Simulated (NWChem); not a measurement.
C3H7Si, doublet; SMILES [CH]1CC[SiH2]1

```xyz
11

C      1.2055     0.3616     0.0000
C      0.0894     1.3734     0.0000
C     -1.1584     0.4368     0.0000
Si     0.0190    -1.0642     0.0000
H      2.2734     0.5961     0.0000
H      0.1219     2.0465    -0.8800
H      0.1219     2.0465     0.8800
H     -1.7963     0.5472     0.8892
H     -1.7963     0.5472    -0.8892
H     -0.0048    -1.9581     1.2045
H     -0.0048    -1.9581    -1.2045
```
Atoms are numbered in this order, from 1.

Program: NWChem. Spin-unrestricted. Coordinates come from a PBE0/def2-SVP, spin-unrestricted optimisation. No stability test was run on the SCF state. Total energies compare along this basis series because the functional is fixed.

```csv
level,basis functions,energy (Ha),highest occupied level (eV),"lowest empty minus highest occupied level, either spin (eV)",dipole (D),relative time
PBE/3-21G,54,-405.4311,-4.49,1.86,0.76,1
PBE/pcseg-1,95,-407.5849,-4.87,1.78,0.75,3
PBE/aug-pcseg-1,159,-407.5917,-4.90,1.76,0.79,10
PBE/pcseg-2,222,-407.6810,-4.91,1.77,0.80,20
PBE/def2-TZVPP,233,-407.6733,-4.90,1.78,0.83,10
```

Times are rough ratios from one shared machine.
